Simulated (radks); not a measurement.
Polarisability of the zinc ion Zn+, [Ar] 3d10 4s1, at imaginary frequency. Calculated with a radial shooting solver on a logarithmic mesh with Libxc functionals: scalar-relativistic Kohn-Sham, LDA (Slater exchange, VWN5 correlation), spin-unpolarised, spherical densities, finite nucleus; Fermi nuclear charge, rms radius 3.9283 fm. Response by self-consistent Sternheimer equations with the Hartree and adiabatic LDA kernel, the relativistic mass of each level held fixed and spin-orbit coupling left out.

w (hartree)  alpha1(iw) (bohr^3)  alpha2(iw) (bohr^5)
0.00266                    15.66                68.98
0.0143                     15.62                68.91
0.0360                     15.43                68.50
0.0697                     14.82                67.22
0.118                      13.52                64.27
0.186                      11.40                58.73
0.280                      8.808                50.09
0.413                      6.325                38.90
0.605                      4.335                27.08
0.892                      2.886                16.88
1.35                       1.859                9.487
2.12                       1.122                4.781
3.59                      0.5923                2.078
6.94                      0.2395               0.6956
17.5                     0.05479               0.1316

Static values: alpha1 = 15.66 bohr^3 (2.321 angstrom^3; uncoupled 23.26), alpha2 = 68.98 bohr^5, alpha3 = 629.9 bohr^7. C6 = 65.42, C8 = 1666, triple-dipole C9 = 696.5 atomic units. One-pole (London) frequency 4 C6 / (3 alpha1^2) = 0.356 hartree, against 0.527 for minus the highest occupied eigenvalue.
